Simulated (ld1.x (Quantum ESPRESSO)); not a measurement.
Varying the TM semilocal potential for manganese

Base potential:

manganese, norm-conserving Troullier–Martins (semilocal form), made with ld1.x (Quantum ESPRESSO) 7.5 (PBEsol, scalar-relativistic). Core [Ar], reference 3d5 4s2 4p0. Waves: 4s (bound): rc 2.60 bohr; 4p (bound, empty): rc 2.80 bohr; 3d (bound): rc 1.25 bohr. Local part: the d channel. Core correction: none.

All-electron outer shells of the reference configuration (PBEsol, scalar-relativistic, ld1.x):

```
shell  level (eV)  outermost node (bohr)  outermost maximum (bohr)
   3s      -85.64                   0.34                      0.74
   3p      -54.48                   0.31                      0.75
   3d       -6.79                      –                      0.76
   4s       -5.12                   1.05                      2.51
   4p       -1.35                   1.16                      3.38
```

Cutoffs, loose and tight: the cutoffs (Ry, on a coarse ladder) from which the occupation-weighted sum of valence levels, in a spherical-Bessel basis at the reference potential, stays within 10 and 1 mRy of its value at 400 Ry. They do not see the model core or the augmentation charge, which bear on the density cutoff. Test errors are all-electron minus pseudo excitation energies from the reference, over the configurations 3d5 4s1 4p0; 3d5 4s0 4p0; 3d4 4s0 4p0; 3d6 4s0 4p0; 3d5 4s0 4p2; 3d5 4s0 4p1; 3d5 4s1.5 4p0. A dash means not determined; rows that change the core or the reference have their own tests.

A semilocal file is local in each channel, so a ghost entry of none says nothing of the separable form that plane-wave codes build from it.

| change | outcome | cutoff, loose | cutoff, tight | bound ghosts | largest test error (meV) |
| --- | --- | --- | --- | --- | --- |
| base | generated | 140 Ry | 160 Ry | none | -180 |
| core correction a·sin(br)/r model core inside 0.48 bohr | generated | 140 Ry | 160 Ry | none | -244 |
| core correction a·sin(br)/r model core inside 0.62 bohr | generated | 140 Ry | 160 Ry | none | -244 |
| core correction a·sin(br)/r model core inside 0.76 bohr | generated | 140 Ry | 160 Ry | none | -244 |
| core correction a·sin(br)/r model core inside 0.88 bohr | generated | 140 Ry | 160 Ry | none | -244 |
| core correction a·sin(br)/r model core inside 1.00 bohr | generated | 140 Ry | 160 Ry | none | -244 |
| core correction a·sin(br)/r model core inside 1.12 bohr | generated | 140 Ry | 160 Ry | none | -242 |
| core correction a·sin(br)/r model core inside 1.22 bohr | generated | 140 Ry | 160 Ry | none | -241 |
| core correction a·sin(br)/r model core inside 1.40 bohr | generated | 140 Ry | 160 Ry | none | -235 |
| core correction a·sin(br)/r model core inside 1.48 bohr | generated | 140 Ry | 160 Ry | none | -232 |
